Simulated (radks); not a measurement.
The numbers below are computed, except where a source is named.
Effect of the nuclear size on neutral rhenium, [Xe] 4f14 5d5 6s2. Level of theory: Dirac Kohn-Sham, LDA (Slater exchange, Perdew-Wang correlation), spin-unpolarised, spherical densities, finite nucleus; open shells fill j = l - 1/2 first; Fermi nuclear charge, rms radius 5.3698 fm (a radial shooting solver on a logarithmic mesh with Libxc functionals). The rms radius is varied about that value; shifts are against it.

| rms radius (fm) | total energy shift (eV) | density at nucleus (e/bohr^3) | 1s1/2 shift (meV) | 2s1/2 shift (meV) | 5p1/2 shift (meV) | 6s1/2 shift (meV) | 5d5/2 shift (meV) | 6p1/2 (empty) shift (meV) |
|---|---|---|---|---|---|---|---|---|
| 4.559 | -18.2 | 1.633e+06 | -7380 | -1050 | 0.555 | -0.681 | 0.607 | 0.226 |
| 5.1174 | -5.88 | 1.567e+06 | -2380 | -338 | 0.179 | -0.220 | 0.196 | 0.073 |
| 5.3698 | 0 | 1.54e+06 | 0.000 | 0.000 | 0.000 | 0.000 | 0.000 | 0.000 |
| 5.7403 | 8.96 | 1.504e+06 | 3630 | 515 | -0.272 | 0.334 | -0.298 | -0.111 |
| 6.68 | 33.4 | 1.425e+06 | 13500 | 1920 | -1.01 | 1.25 | -1.11 | -0.414 |

Slopes of the eigenvalues against <r^2> in GHz/fm^2, as finite differences over the two radii next to the reference (eigenvalue slopes, not the field-shift constants of lines): 1s1/2 215000, 2s1/2 30500, 5p1/2 -16.1, 6s1/2 19.8, 5d5/2 -17.7, 6p1/2 (empty) -6.58.
